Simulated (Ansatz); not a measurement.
This geometry of CH3AuS (6 atoms, charge 0, multiplicity 1) is a first-order saddle point.

The calculation used RKS PBE-D4/def2-SVP (Ansatz 0.2.0).

```xyz
6
Properties=species:S:1:pos:R:3
C -0.416 0.412 -0.230
S -0.185 -1.191 0.645
Au 2.057 -1.504 0.768
H -1.000 0.240 -1.156
H 0.550 0.868 -0.503
H -0.965 1.111 0.430
```

**Question.** Which two structures does it join? (They come from a converged band through this point; their orientation in space is the band's.)

**Answer.** No bond is made or broken. The dihedral H5–C1–S2–Au3 goes from 63 to -63°. The two ends are copies of one structure, up to a mirror image or an exchange of like atoms.

Image 0:

```xyz
6
Properties=species:S:1:pos:R:3
C -0.366 0.379 -0.312
S 0.029 -1.366 0.064
Au 1.824 -1.244 1.448
H -1.243 0.321 -0.990
H 0.455 0.894 -0.846
H -0.658 0.951 0.589
```

Image 6:

```xyz
6
Properties=species:S:1:pos:R:3
C -0.363 0.450 -0.193
S 0.052 -0.722 1.147
Au 1.801 -1.912 0.323
H -0.693 -0.062 -1.117
H 0.464 1.150 -0.414
H -1.219 1.033 0.208
```

**Question.** How far does it lie above each of them?

**Answer.** 0.074 eV above the first and 0.074 eV above the second. This is the barrier of this one path; another mechanism may lie lower.

Time of the run: 25 s on 1 thread of Intel(R) Xeon(R) 6975P-C (Granite Rapids) (shared host), peak memory 0.18 GiB.
